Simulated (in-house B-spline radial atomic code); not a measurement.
# Ionising Sb⁸⁺ with different functionals

Computed with a B-spline radial code for spherical atoms: four-component Dirac-Coulomb Hamiltonian, Fermi nucleus of rms radius 4.6802 fm, spin-restricted, spherical fractional occupations for the functionals. The ionisation energy is the difference of two self-consistent energies, [Kr] 4d7 → [Kr] 4d6, without Breit or QED terms; ε is the level of the shell that loses the electron (mean over j). The electron is taken from both j subshells in proportion to 2j + 1, so the result is a j average, not the step between ground levels.

Hybrids are left out here: with spherical fractional occupations of an open shell their exact exchange keeps a self-interaction that integer-occupation calculations don't have.

```json
{"method": "LDA VWN5", "rung": "LDA", "ΔSCF (eV)": "165.51", "-ε(4d) (eV)": "154.01"}
{"method": "relativistic LDA", "rung": "LDA", "ΔSCF (eV)": "165.52", "-ε(4d) (eV)": "154.01"}
{"method": "LDA PW92", "rung": "LDA", "ΔSCF (eV)": "165.50", "-ε(4d) (eV)": "154.00"}
{"method": "LDA exchange-only", "rung": "LDA", "ΔSCF (eV)": "163.45", "-ε(4d) (eV)": "151.96"}
{"method": "PBE", "rung": "GGA", "ΔSCF (eV)": "165.37", "-ε(4d) (eV)": "153.85"}
{"method": "PBEsol", "rung": "GGA", "ΔSCF (eV)": "165.31", "-ε(4d) (eV)": "153.80"}
{"method": "BLYP", "rung": "GGA", "ΔSCF (eV)": "165.13", "-ε(4d) (eV)": "153.62"}
{"method": "RPBE", "rung": "GGA", "ΔSCF (eV)": "165.33", "-ε(4d) (eV)": "153.82"}
{"method": "PW91", "rung": "GGA", "ΔSCF (eV)": "165.47", "-ε(4d) (eV)": "153.96"}
{"method": "BP86", "rung": "GGA", "ΔSCF (eV)": "165.42", "-ε(4d) (eV)": "153.91"}
{"method": "AM05", "rung": "GGA", "ΔSCF (eV)": "165.32", "-ε(4d) (eV)": "153.81"}
{"method": "OLYP", "rung": "GGA", "ΔSCF (eV)": "165.99", "-ε(4d) (eV)": "154.45"}
```

**Question.** How do they compare with the NIST value?

**Answer.** NIST lists 162 eV ± 2.2 (tabulated theory, ground level to ground level). Errors run from +1.45 to +3.99 eV; all lie within about twice that uncertainty, so the table can't rank the methods.
